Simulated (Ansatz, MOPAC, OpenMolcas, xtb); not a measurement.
# GeS (SMILES [S+]#[Ge-]): the harmonic wavenumber, rung by rung

GeS, singlet, SMILES `[S+]#[Ge-]`. Each level relaxes the structure for itself.

Each level gives the harmonic wavenumber (cm⁻¹). The values are calculated.

Measured value to compare with: Huber and Herzberg, Constants of Diatomic Molecules gives the harmonic wavenumber of the gas as 576 cm⁻¹.

| level | kind | program | value (cm⁻¹) | computed − measured |
| --- | --- | --- | --- | --- |
| AM1 | semi-empirical | MOPAC | 460 | -116 |
| PM6 | semi-empirical | MOPAC | 543 | -33 |
| PM6-D3 | semi-empirical | MOPAC | 543 | -33 |
| GFN1-xTB | semi-empirical | xtb | 649 | +73 |
| HF/STO-3G | Hartree–Fock | Ansatz | 725 | +149 |
| HF/3-21G | Hartree–Fock | Ansatz | 570 | -6 |
| HF/pc-1 | Hartree–Fock | OpenMolcas | 621 | +45 |
| HF/6-31G* (Cartesian functions) | Hartree–Fock | Ansatz | 630 | +54 |
| HF/cc-pVTZ | Hartree–Fock | Ansatz | 633 | +57 |
| PBE/def2-SVP | GGA | Ansatz | 561 | -15 |

Nearest: HF/3-21G (-6 cm⁻¹); farthest: HF/STO-3G (+149 cm⁻¹). Computed less measured by kind, in cm⁻¹ (pc-1 rows): semi-empirical -116 to +73; Hartree–Fock +45. All-electron rows without a relativistic Hamiltonian named are non-relativistic. Harmonic and unscaled. Without the sets that lack polarisation functions the rows with a basis span only 561 to 633 cm⁻¹.
